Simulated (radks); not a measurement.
As XIX, 15 electrons, occupied as [Ne] 3s2 3p3. Method: non-relativistic Kohn-Sham, LDA (Slater exchange, Perdew-Wang correlation), spin-unpolarised, spherical densities, point nucleus; computed with a radial shooting solver on a logarithmic mesh with Libxc functionals.

Unscreened Slater integrals over Kohn-Sham orbitals (cm^-1).

\begin{tabular}{lr}
integral & value \\ \hline
F0(3p,3p) & 388560 \\
F2(3p,3p) & 196740 \\
F0(3p,3s) & 382540 \\
G1(3p,3s) & 249700 \\
F0(3p,2p) & 515940 \\
F2(3p,2p) & 125390 \\
G0(3p,2p) & 50004 \\
G2(3p,2p) & 54331 \\
F0(3p,2s) & 500710 \\
G1(3p,2s) & 39506 \\
F0(3s,3s) & 377670 \\
F0(3s,2p) & 496160 \\
G1(3s,2p) & 49255 \\
F0(3s,2s) & 485420 \\
G0(3s,2s) & 39014 \\
F0(2p,2p) & 1130800 \\
F2(2p,2p) & 537210 \\
F0(2p,2s) & 1031200 \\
G1(2p,2s) & 586700 \\
F0(2s,2s) & 968010 \\
\end{tabular}

Derived for the open shells (J is the average intra-shell exchange parameter used in DFT+U). 3p: J = F2/5 = 39350 cm^-1.
